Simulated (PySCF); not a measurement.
C₅H₅F₂S (doublet state).
Cartesian coordinates in Å at the GFN2-xTB level; atoms count from 1:
```
atom  x, y, z in Å
F1     2.6011   -0.3384    0.7414
C2     1.7672    0.3933   -0.0597
C3     0.3673    0.4517    0.5680
C4    -0.3375   -0.8629    0.5435
C5    -1.4796   -0.8830   -0.2043
C6    -1.7931    0.3385   -0.7717
F7    -2.8479    0.5865   -1.5471
S8    -0.6719    1.6156   -0.3992
H9     2.1999    1.3948   -0.1482
H10    1.7388   -0.0982   -1.0370
H11    0.4680    0.8518    1.5835
H12    0.0836   -1.7004    1.0650
H13   -2.1002   -1.7488   -0.3519
```

The hyperfine couplings belong to this conformer and change with its torsions.

Identity: `FC[C@@H]1[CH]C=C(F)S1` [radical].

Computed, not measured: UKS B3LYP, pcH-1 on C F H S, non-relativistic, mean-field spin-orbit, GIAO (PySCF 2.14.0). Isolated species at its GFN2-xTB geometry (one conformer only). The geometry wasn't refined by DFT: couplings that depend on bond lengths, twists or pyramidal angles can differ widely from those at the functional's own minimum. Stability of the SCF solution: not tested.

The Mulliken spin populations are largest on C4 (+0.59), C6 (+0.49), C5 (-0.20) and S8 (+0.10). The angles at C4 add up to 360.0°, so it is planar.

Q: McConnell's relation a(H) = Q·ρ ties the coupling of a proton on a planar π carbon to the spin population of that carbon. What Q do the computed values give?

A: 
```
  H   C    ρ(C)  a(H) (G)  a/ρ (G)
H12  C4  +0.591    -14.17    -24.0
H13  C5  -0.205     +3.23    -15.8
```

A least-squares line through the origin gives Q = -23.1 G with Mulliken populations. In every row coupling and population have opposite signs. Where ρ is negative the coupling is positive.

Couplings in gauss use g_iso = 2.0046.
